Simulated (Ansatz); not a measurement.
Species: AlO$_{2}$H$_{2}$, charge 0, doublet. AlO2H2 (SMILES [OH][Al][OH], doublet).
B3LYP-D3(BJ)/def2-TZVP minimum from Ansatz (a first-principles code):
```
Al
O 1 1.7036
H 2 0.9597 1 126.28
O 1 1.7036 2 125.35 3 0.00
H 4 0.9597 1 126.28 2 0.00
```
Charge 0, spin multiplicity 2.

Total energies in cc-pV(D+d)Z, 17 correlated electrons, 7 frozen orbitals. Open shells are spin-unrestricted; no spin-orbit coupling. Cores are frozen in correlated methods. No relativity. The spin of H2AlO2 ([OH][Al][OH], doublet) was assumed, and the state is the lowest solution found for it.

```csv
method,program,energy (Eh),minus CCSDT(Q) (mEh)
HF,Ansatz,-392.89731,445.72
MP2,Ansatz,-393.32108,21.95
CCSD,Ansatz,-393.33199,11.05
CCSD(T),Ansatz,-393.34110,1.94
CCSDT(Q),Ansatz,-393.34303,0.00
```

Rough core times of Ansatz's runs on a shared machine: CCSD(T) under 20 s, CCSDT(Q) 3 min.
